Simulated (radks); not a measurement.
Valence configurations of Re II (all share [Xe]). Calculated with a radial shooting solver on a logarithmic mesh with Libxc functionals: Dirac Kohn-Sham, PBE, spin-unpolarised, spherical densities, finite nucleus; open shells are shared between the two j in proportion to 2j + 1; Fermi nuclear charge, rms radius 5.3698 fm. Energies are relative to 4f14 5d5 6s1; eigenvalues in eV.

| valence | E (eV) | e(4f5/2) | e(4f7/2) | e(5d3/2) | e(5d5/2) | e(6p1/2) |
|---|---|---|---|---|---|---|
| 4f14 5d5 6s1 | 0.000 | -51.351 | -48.839 | -13.506 | -12.578 | - |
| 4f14 5d5 6s0.5 6p0.5 | 2.847 | -52.113 | -49.602 | -14.181 | -13.241 | -8.005 |
| 4f13 5d5 6s1 6p1 | 49.260 | -65.803 | -63.191 | -18.332 | -17.185 | -9.196 |
| 4f14 5d5 6p1 | 5.741 | -52.860 | -50.348 | -14.837 | -13.885 | -8.389 |
| 4f12 5d6 6s1 6p1 | 100.33 | -76.200 | -73.489 | -19.863 | -18.591 | -9.324 |
| 4f13 5d4.5 6s1.5 6p1 | 50.763 | -67.470 | -64.858 | -19.427 | -18.243 | -9.543 |
| 4f12 5d5 6s1 6p2 | 111.99 | -81.235 | -78.522 | -23.529 | -22.161 | -10.758 |
| 4f14 5d4 6s2 | 0.717 | -54.308 | -51.795 | -15.453 | -14.454 | - |
| 4f12 5d6 6p2 | 107.04 | -77.692 | -74.981 | -21.196 | -19.903 | -10.063 |
| 4f14 5d4 6s1 6p1 | 6.850 | -55.836 | -53.323 | -16.781 | -15.760 | -9.043 |

NIST lists [Xe] 4f14 5d5 6s1 as the ground configuration; this level of theory agrees among the configurations tried. The energies are those of spherical spin-averaged densities, not of single terms.
